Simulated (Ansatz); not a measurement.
The same path of BFH4INSi (9 atoms, charge 0, multiplicity 1) was run twice with different band settings. The coordinate that changes most is the height of N1 over the plane of its neighbours.

These are results of Ansatz 0.2.0, RKS PBE0-D4/def2-SVP, not measurements.

Relaxed end points:

```xyz
9
Properties=species:S:1:pos:R:3
N 1.472 0.786 -0.126
B 0.723 -0.377 -0.270
F 1.270 -1.424 -0.902
Si -1.185 -0.500 0.421
I -2.638 0.629 -1.231
H 1.121 1.623 0.319
H 2.406 0.876 -0.510
H -1.695 -1.893 0.573
H -1.386 0.233 1.710
```

```xyz
9
Properties=species:S:1:pos:R:3
N 1.557 0.674 0.129
B 0.694 -0.312 -0.337
F 1.144 -1.195 -1.237
Si -1.234 -0.415 0.293
I -2.672 0.365 -1.557
H 1.286 1.384 0.795
H 2.512 0.753 -0.204
H -1.691 -1.791 0.646
H -1.507 0.491 1.453
```

Common settings: movable images 7; climbing image yes; spring 5.0 eV/Å²; optimiser quadratic models (default); force threshold 0.05 eV/Å; iteration limit 60; end points relaxed.

| run | start path |
| --- | --- |
| 1 | IDPP |
| 2 | straight line |

(1) What does each run give, and how far can it be trusted?

Results:

(1) Run 1: converged after 3 iterations, highest image 0.000 eV above the first end. The highest image is an end point: on this band no image between the ends rises above it.
Run 2: converged after 5 iterations, highest image 0.000 eV above the first end. The highest image is an end point: on this band no image between the ends rises above it.
